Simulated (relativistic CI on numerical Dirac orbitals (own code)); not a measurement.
# Cr2+ in a cubic cluster: 2p photoemission with charge transfer

Computed with a charge-transfer multiplet model of a cubic metal-ligand cluster with up to one ligand hole, Slater and spin-orbit integrals from Dirac-Coulomb-Breit ions, Slater integrals scaled by 0.8. The ground state mixes d4 with configurations of k ligand holes L, whose averages lie at kΔ + k(k − 1)U_dd/2; a core hole lowers each added d electron by U_cd. 300 K, Lorentzian 0.6 eV and Gaussian 0.8 eV FWHM.

Atomic integrals in eV (Slater integrals scaled, ζ unscaled), ground: F2dd 7.675, F4dd 4.768, zeta_d 0.027; with the core hole: F2dd 9.222, F4dd 5.777, zeta_d 0.047, zeta_core 5.620, F2cd 5.250, G1cd 3.901, G3cd 2.215.

Cluster parameters (eV): Δ = 7.5, U_dd = 5.6, U_cd = 6.9, 10Dq = 0.5, 10Dq(ligand) = 0.3, final-state hopping factor = 0.9.

```tsv
Case	n_d	d4	d5L	S
V(eg) = 1.4 eV, V(t2g) = -0.63 eV	4.09	0.91	0.09	2.00
V(eg) = 1.7 eV, V(t2g) = -0.77 eV	4.12	0.88	0.12	2.00
V(eg) = 2 eV, V(t2g) = -0.91 eV	4.15	0.85	0.15	2.00
```

Weights, n_d and S are thermal averages at 300 K. Binding energies count from the first peak over 30 % of the highest in each spectrum, which can be another peak from case to case. The parameters are a model scan and need not match a compound or its usual spin state. Peaks in eV (height, largest 100):
- V(eg) = 1.4 eV, V(t2g) = -0.63 eV: 0.0 (100), 1.1 (94), 2.1 (96), 10.8 (72), 13.7 (32)
- V(eg) = 1.7 eV, V(t2g) = -0.77 eV: 0.0 (100), 1.1 (89), 4.8 (44), 10.8 (67), 14.0 (23), 17.3 (7)
- V(eg) = 2 eV, V(t2g) = -0.91 eV: 0.0 (100), 1.0 (88), 3.3 (39), 4.9 (37), 10.6 (64), 14.2 (17), 18.3 (5)

For the case V(eg) = 1.7 eV, V(t2g) = -0.77 eV, Δ = 7.5 eV is larger than U_dd = 5.6 eV, the Mott-Hubbard side of the Zaanen-Sawatzky-Allen scheme. With the core hole the average of the configuration with one ligand hole lies at Δ − U_cd = 0.6 eV before mixing: the effective hopping of about 2.9 eV (from the holes of the mixed ground state) is comparable with this gap or larger, so the configurations mix strongly.

With at most 1 ligand hole the space is cut while the next configuration still counts, so covalency is underestimated, and a final configuration with one more ligand hole, which can lie low, is missing from the spectra.
